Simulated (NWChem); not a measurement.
Species: GeH3I; SMILES [I][GeH3]

All runs: NWChem. Structure relaxed at the PBE0/def2-SVP level. def2 effective core potentials on I; no spin-orbit coupling. Level PBE/def2-SVP: energy and gradient; each run changes one setting, and changes count from the defaults (medium grid, exact Coulomb integrals, symmetry on).

```
setting                              size of the energy change (μHa)  largest change of a gradient component (μHa/bohr)
-----------------------------------  -------------------------------  -------------------------------------------------
defaults                                                        < 10                                               < 30
extra-fine grid                                                   30                                                 90
symmetry off                                                    < 10                                        other frame
tight SCF thresholds and tolerances                             < 10                                               < 30
```
